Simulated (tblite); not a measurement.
C5H9NOSi.
Geometry (GFN2-xTB, Å), atoms numbered from 1 in this order:
```
atom  x, y, z in Å
C1     2.3621    1.4640    0.1992
C2     1.2996    0.6850   -0.0229
Si3    1.3771   -1.2027    0.1984
C4     0.0870    1.3358   -0.4981
N5    -1.0432    0.8225   -0.7005
C6    -1.5671   -0.4237   -0.6951
C7    -2.6143   -0.5987    0.3870
O8    -1.3525   -1.2444   -1.5618
H9     2.3330    2.5360    0.0605
H10    3.3011    1.0558    0.5321
H11    1.3099   -1.8534   -1.1008
H12    2.6625   -1.4650    0.8532
H13    0.2999   -1.6075    1.1041
H14    0.1577    2.4086   -0.6844
H15   -3.4776    0.0157    0.1393
H16   -2.2268   -0.2746    1.3500
H17   -2.9155   -1.6414    0.4299
```

Computed values, GFN2-xTB/tblite, gas phase, harmonic and unscaled. Against measured fundamentals such values can be off by several per cent, at times by over 20. Modes of hydrogen on silicon can be 10 to 20 % off. One conformer, not necessarily the lowest.

Harmonic wavenumbers (cm⁻¹): 29.0, 62.0, 89.1, 105.3, 176.6, 186.5, 200.0, 329.1, 345.9, 413.5, 498.7, 545.2, 562.4, 609.3, 616.2, 652.6, 681.4, 752.7, 786.5, 807.1, 852.6, 895.4, 923.5, 961.8, 988.6, 1000.3, 1177.8, 1235.4, 1333.6, 1360.0, 1414.6, 1453.7, 1456.7, 1624.7, 1710.1, 1766.2, 2244.3, 2260.3, 2349.5, 2937.1, 3027.2, 3033.2, 3056.9, 3058.7, 3120.5.

A = 2708, B = 1211, C = 981.7 MHz; mass 127.045 u (most abundant isotopes); point group C1, symmetry number 1.

What is the zero-point energy?

½Σν̃ = 26846 cm⁻¹ = 76.76 kcal/mol.

Entropy at 298.15 K, 1 bar (ideal gas, RRHO, classical rotation)?

Translation 40.46, rotation 28.99, vibration 32.33: S = 101.8 cal/(mol K).

And Cp and H(298.15 K) − H(0)?

Cp = 39.16 cal/(mol K), of which vibrations give 31.22 (their classical limit is 45 R = 89.4); H(298.15 K) − H(0) = 7.22 kcal/mol without the zero-point energy, 4.85 from vibrations.

How do the functions run with temperature in this model?

```
T (K)  S (cal/(mol K))  Cp (cal/(mol K))  H − H(0) (kcal/mol)  G − H(0) (kcal/mol)  ln q(vib)
  150             80.5              24.5                 2.50                -9.57       3.90
  250             95.3              34.5                 5.45               -18.38       6.75
  400            114.5              47.9                11.67               -34.15      10.84
  600            136.6              60.7                22.61               -59.32      16.01
  900            163.7              73.0                42.82              -104.51      23.07
```

q(vib) and H(0) count from the zero-point level.

Which modes carry the vibrational entropy at 298.15 K?

29.0 cm⁻¹: 5.90; 62.0 cm⁻¹: 4.39; 89.1 cm⁻¹: 3.68; 105.3 cm⁻¹: 3.35; 176.6 cm⁻¹: 2.36; 186.5 cm⁻¹: 2.26 cal/(mol K); the other 39 give 10.38 together.

Hindered rotation and anharmonicity are outside this model. Other conformers, if any are populated, would add a mixing term that is left out. The structure is chiral; the term R ln 2 for an equal mix with its mirror image is left out.
